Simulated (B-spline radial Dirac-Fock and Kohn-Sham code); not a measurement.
M3 edges in EELS at 300 kV and 5 mrad, Ca to La

Calculated with an atomic code on a B-spline grid, using the first Born approximation with generalised oscillator strengths from a Dirac-Hartree-Slater potential (longitudinal and transverse terms; continuum final states only, so no white lines or fine structure). Partial cross sections in barn for windows above the edge. Edges are tabulated values, any marked * orbital energies of the model.

| Z | element | edge (eV) | Δ = 50 eV | Δ = 100 eV | Δ = 200 eV |
| --- | --- | --- | --- | --- | --- |
| 20 | Ca | 32.80* | 42100 | 53000 | 59600 |
| 21 | Sc | 38.26* | 29200 | 39300 | 45900 |
| 22 | Ti | 43.61* | 21900 | 31100 | 37600 |
| 24 | Cr | 49.26* | 19300 | 26700 | 33000 |
| 26 | Fe | 65.60* | 9140 | 14900 | 20400 |
| 28 | Ni | 66.20 | 6600 | 11100 | 16000 |
| 29 | Cu | 75.10 | 7120 | 10900 | 15500 |
| 31 | Ga | 100.0 | 3410 | 6340 | 10100 |
| 32 | Ge | 120.8 | 2790 | 5350 | 8660 |
| 34 | Se | 160.7 | 2170 | 4150 | 6760 |
| 35 | Br | 182.0 | 1960 | 3700 | 6030 |
| 36 | Kr | 214.4 | 1760 | 3260 | 5300 |
| 37 | Rb | 239.1 | 1670 | 2960 | 4720 |
| 38 | Sr | 270.0 | 1370 | 2470 | 3980 |
| 40 | Zr | 329.8 | 1010 | 1830 | 2990 |
| 41 | Nb | 360.6 | 889 | 1610 | 2640 |
| 48 | Cd | 618.4 | 296 | 574 | 997 |
| 52 | Te | 820.8 | 170 | 319 | 556 |
| 54 | Xe | 940.6 | 132 | 242 | 419 |
| 56 | Ba | 1063.0 | 90.4 | 170 | 300 |
| 57 | La | 1128.0 | 76.4 | 144 | 257 |
